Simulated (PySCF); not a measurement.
## Identify the compound

Molecular formula: C7H15B. Simulated spectra:

¹H NMR (500 MHz, computed): δ 5.77 (br, 1H), 1.04 (m, 2H), 0.98 (s, 9H), 0.85 (m, 2H), 0.62 (m, 1H).

¹³C{¹H} NMR (computed): δ 27.0 (CH3, 3C), 26.9 (C), 10.7 (CH), 10.6 (CH2, 2C).

PySCF calculation with GIAO PBE0/pcSseg-1 shieldings and PBE0-D3(BJ)/def2-SVP structure; no solvent model, one computed conformer, one averaged value for each set of equivalent atoms, no relativistic terms.

Shifts are taken against calculated references (same method and geometry level): TMS for ¹H (σ = 31.27 ppm), ¹³C (σ = 184.41 ppm).

Question: Deduce the structure.

Answer: 
- 4 carbon signals for 7 carbons: some carbons are equivalent by symmetry or fast rotation.
- Carbon types of the structure: 1 × C, 1 × CH, 2 × CH2, 3 × CH3, leaving 1 H on heteroatoms.
- δC 27.0: methyl carbon; a saturated carbon with 1 carbon neighbour and no heteroatom attached.
- δC 26.9: fully substituted sp3 carbon bonded to B.
- δC 10.7, 10.6: three-membered-ring carbon; carbons of three-membered rings are unusually shielded.
- δH 5.77: hydrogen on a boron bonded to 2 C.
- δH 1.04, 0.85, 0.62: hydrogen on a three-membered-ring carbon; cyclopropane-type protons are shielded by the ring.
- δH 0.98: hydrogen on a methyl carbon.

Structure: SMILES C1C(BC(C)(C)C)C1.

The data come from this structure; uniqueness wasn't tested.

Hydrogens on boron are broadened and split by ¹¹B (spin 3/2, 80 %) and 10B (spin 3). A carbon bonded to boron is broadened by the quadrupolar boron nucleus and is often missing from a measured spectrum. Shifts are as computed. Against solution values, carbons near 30 ppm lie about +2 ppm off and those near 130 ppm about +5 ppm. Of 1211 compounds with measured shifts, 218 miss one by over three times the rms of a fit or turn the order of signals round; such compounds aren't used in these exercises. No couplings were computed; multiplicities are counted from neighbouring protons, with m where these are inequivalent, close in shift, in a saturated or five-membered ring or joined by F or P, and br s for small geminal =CH2 splittings.
